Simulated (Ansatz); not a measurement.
Acetonitrile + `CC[SiH2]S` → `CC[SiH2]SC` + `C#N`  (substitution at a C–C bond)

Program: Ansatz. Geometries: PBE0-D4/def2-TZVP. ΔE: electronic, gas phase. CBS: MP2 limit from def2 TZ/QZ plus the TZ coupled-cluster correction, frozen cores. This one scheme is used for every species. DFT in def2-TZVPP. B3LYP here is the variant with VWN-RPA as its local correlation; programs differ in this. Each species was taken in one conformer, which may not be the lowest.

```
             level  ΔE (kJ/mol)  difference from CCSD(T)/CBS
            PBE-D4         52.3                          5.8
         r2SCAN-D4         55.3                          8.8
          B3LYP-D4         51.3                          4.8
           ωB97X-V         51.9                          5.4
            B2PLYP         54.7                          8.2
               PBE         57.8                         11.3
            r2SCAN         57.0                         10.5
    MP2/def2-TZVPP         48.3                          1.8
SCS-MP2/def2-TZVPP         49.0                          2.5
   CCSD/def2-TZVPP         52.3                          5.8
     HF/def2-QZVPP         63.6                         17.1
    MP2/def2-QZVPP         46.6                          0.1
SCS-MP2/def2-QZVPP         47.4                          0.9
      HF/CBS(def2)         63.6                         17.1
     MP2/CBS(def2)         45.3                         -1.2
    CCSD/CBS(def2)         49.3                          2.8
       CCSD(T)/CBS         46.5                            0
```

Largest T1 diagnostic among the species: 0.014.

In def2-TZVPP, CCSD(T) changes the Hartree–Fock value by −14.1 kJ/mol (the triples alone add −2.8 kJ/mol) and MP2 by −15.3 kJ/mol. The D4 term adds −8.7 kJ/mol with B3LYP and −5.0 kJ/mol with PBE0; it sums over pairs of atoms, weighted by their polarisabilities, and B3LYP, whose exchange is more repulsive, gets the larger term.
